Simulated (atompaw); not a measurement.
N (Z = 7): variants of one PAW (atompaw) potential

Base potential:

| Item | Value |
| --- | --- |
| Element | N (Z = 7) |
| Generator | atompaw 4.2.0.5 |
| Type | PAW |
| Functional | PBE |
| Relativity | scalar-relativistic |
| Frozen core | [He] |
| Valence charge | 5 |
| Reference configuration | 2s2 2p2 (charge +1) |
| Partial waves | 2s (bound): rc 1.80 bohr; 2s channel at -2.05 Ry: rc 1.80 bohr; 2p (bound): rc 1.80 bohr; 2p channel at 2.55 Ry: rc 1.80 bohr |
| Local potential | vpsmatchnc scheme with l = 2 at -0.5 Ry, radius 1.60 bohr |
| Core correction | smooth core density matched at 1.40 bohr |
| Augmentation charge | besselshape compensation charge, radius 1.75 bohr; PAW radius 1.80 bohr; waves and projectors: custom polynom vanderbiltortho |

Cutoffs, loose and tight: the cutoffs (Ry, on a coarse ladder) from which the occupation-weighted sum of valence levels, in a spherical-Bessel basis at the reference potential, stays within 10 and 1 mRy of its value at 400 Ry. They see the waves, projectors and local potential, not the compensation charge or the core. A dash means not determined.

```tsv
change	outcome	cutoff, loose	cutoff, tight	bound ghosts
base	generated	21 Ry	35 Ry	none
reference 2s1.5 2p3.5	generated	21 Ry	35 Ry	none
functional PBEsol	generated	21 Ry	35 Ry	none
augmentation besselshape compensation charge, radius 1.32 bohr; PAW radius 1.80 bohr; waves and projectors: custom polynom vanderbiltortho	generated	21 Ry	35 Ry	none
local potential vpsmatchnc scheme with l = 2 at -0.5 Ry, radius 1.48 bohr	generated	21 Ry	35 Ry	none
augmentation sinc compensation charge, radius 1.75 bohr; PAW radius 1.80 bohr; waves and projectors: custom polynom vanderbiltortho	generated	21 Ry	35 Ry	none
core correction smooth core density matched at 1.30 bohr	generated	21 Ry	35 Ry	none
wave 2p channel at 2.55 Ry: rc 1.80 bohr becomes 2p channel at 2.55 Ry: rc 1.18 bohr	generated	18 Ry	30 Ry	none
wave 2p channel at 2.55 Ry: rc 1.80 bohr becomes 2p channel at -0.39 Ry: rc 1.80 bohr	generated	21 Ry	35 Ry	none
wave 2p channel at 2.55 Ry: rc 1.80 bohr becomes 2p channel at 2.55 Ry: rc 1.10 bohr	generated	18 Ry	30 Ry	none
```

Problem. What comes out with this change to the base: wave 2p channel at 2.55 Ry: rc 1.80 bohr becomes 2p channel at 2.55 Ry: rc 1.56 bohr?

Solution. outcome: generated; cutoff, loose: 21 Ry; cutoff, tight: 30 Ry; bound ghosts: none.

Problem. What comes out with this change to the base: augmentation besselshape compensation charge, radius 1.75 bohr; PAW radius 1.80 bohr; waves and projectors: custom polynom2 7 10 vanderbiltortho?

Solution. outcome: generated; cutoff, loose: 18 Ry; cutoff, tight: 21 Ry; bound ghosts: none.

Problem. What comes out with this change to the base: all radii scaled by about 1.14 (s 2.06, p 2.06 bohr); local potential vpsmatchnc scheme with l = 2 at -0.5 Ry, radius 1.84 bohr; augmentation besselshape compensation charge, radius 2.00 bohr; PAW radius 2.06 bohr; waves and projectors: custom polynom vanderbiltortho; core correction smooth core density matched at 1.60 bohr?

Solution. outcome: generated; cutoff, loose: 15 Ry; cutoff, tight: 25 Ry; bound ghosts: none.
